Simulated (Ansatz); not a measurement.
## Energy profile

The step: SiNH₃F₂ ([NH2][SiH]([F])[F]) → SiF₂ + NH₃ (still joined by a long Si–N bond); bonds formed: N2–H3; bonds broken: Si1–H3; bonds weakened to dative contacts: Si1–N2 (atoms numbered as in the saddle structure below).

```xyz
7
angstrom
Si -0.9746 -0.2582 -0.0264
N 0.8444 0.0164 -0.1482
H 0.2306 -1.1317 -0.6696
F -1.1435 -0.3222 1.5670
F -1.6466 1.1269 -0.4707
H 1.4680 -0.0059 0.6544
H 1.2217 0.5746 -0.9067
```

Electronic energies by CCSD(T) at an estimated basis limit (MP2 extrapolated from triple and quadruple zeta, plus CCSD(T) − MP2 in triple zeta), on PBE0-D4/def2-TZVP structures; SiNH3F2, closed shell; no counterpoise correction. Ansatz 0.2.0; basis: def2-TZVPP and def2-QZVPP; cores frozen in the correlated methods. Extrapolation: Hartree–Fock as exp(−7.88 √X), correlation as X^−2.97.

(1) Give the profile in kJ/mol, counted from the start structure. (To be estimated.)

No T1 diagnostic of these runs exceeds 0.015. The restricted Hartree–Fock reference is unstable towards an unrestricted one at one or more of these structures.

Answers

(1) Computed:
| point | kJ/mol |
| --- | --- |
| start structure | 0.0 |
| saddle | 328.8 |
| end structure | 147.1 |
| separated: SiF2 (linked as [F][Si][F]; Si1, F4, F5; singlet) + NH3 (N2, H3, H6, H7; singlet) | 219.3 |

Losses and insertions of silylenes and their heavier kin drive the gas-phase chemistry of silicon and germanium vapour deposition.

For scale, one of the runs: CCSD(T)/def2-TZVPP, 177 basis functions, launched by `ansatz run in.yaml --threads 2 --pin off --events-out ev --progress --plain --max-ram 4352MiB`. Time: 54 s of wall clock on 2 CPU threads of an Arm Neoverse V2; the host was shared. Peak host memory: 1.7 GiB.
